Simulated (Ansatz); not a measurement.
Consider the atomization: `B[SiH](C)CC` → B• + 3 C• + 11 H• + Si•.

Computed with Ansatz on PBE0-D4/def2-TZVP structures; ΔE is electronic, products minus reactants. CCSD(T)/CBS is the MP2 limit (def2-TZVPP, def2-QZVPP) plus CCSD(T) − MP2 in def2-TZVPP, frozen cores. This one scheme is used for every species, atoms too. For atomizations the MP2-based limit and the directly extrapolated one differ by several kJ/mol either way, and by 10 to 25 for some Ge, Se and Sn compounds, so smaller differences from it don't rank the levels. Functionals use def2-TZVPP. No spin–orbit coupling; open shells (•) take unrestricted orbitals. Spin–orbit coupling would lower the free atoms: a little for B, C, Si. One conformer a species, not always the lowest.

Task: What is ΔE at CCSD(T)/CBS? (Best estimate.)

Result: Computed: +5800.4 kJ/mol.

Task: What do these levels give: ωB97X-V, PBE, r2SCAN, MP2/def2-TZVPP, HF/CBS(def2), MP2/CBS(def2)? (Estimate.)

Result: The calculation gave: ωB97X-V 5827.2, PBE 5827.9, r2SCAN 5817.6, MP2/def2-TZVPP 5702.4, HF/CBS(def2) 4494.9, MP2/CBS(def2) 5820.5 kJ/mol.

Largest T1 diagnostic among the species: 0.014.

The D4 term adds +49.3 kJ/mol with B3LYP and +26.3 kJ/mol with PBE0; it sums over pairs of atoms, weighted by their polarisabilities, and B3LYP, whose exchange is more repulsive, gets the larger term. In def2-TZVPP, CCSD(T) changes the Hartree–Fock value by +1193.3 kJ/mol (the triples alone add +55.0 kJ/mol) and MP2 by +1213.4 kJ/mol; breaking electron pairs costs correlation energy, which Hartree–Fock lacks. From PBE to PBE0 (25 % exact exchange), in def2-TZVPP and without D4, ΔE moves by −29.4 kJ/mol: exact exchange takes away binding that semilocal exchange gives to molecules.

B3LYP here is the variant with VWN-RPA as its local correlation; programs differ in this.
